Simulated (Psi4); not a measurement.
Noncovalent pair: HF (SMILES F) (first 2 atoms) with C4H6 (SMILES C=CC=C); geometry from B3LYP-D3(BJ)/def2-TZVP, rigid monomers moved along the line of their centres of mass till H2···C3 is 2.01 Å.
(charge 0, multiplicity 1):
```xyz
12

F      0.536     0.020     0.248
H      0.655     0.250     1.148
C      1.137     1.305     2.786
C      0.690     0.113     3.200
C     -0.703    -0.189     3.480
C     -1.130    -1.383     3.890
H      0.463     2.142     2.645
H      2.188     1.483     2.603
H      1.397    -0.700     3.342
H     -1.413     0.620     3.339
H     -2.176    -1.574     4.091
H     -0.444    -2.209     4.034
```

Level of theory: SAPT0/jun-cc-pV(D+d)Z in Psi4.

### Question
Give the four SAPT terms and the total, and say what mostly holds the pair together.

### Answer
electrostatics -414.6, exchange 678.8, induction -279.9, dispersion -134.3, total -150.1 meV; the largest attraction is electrostatics.
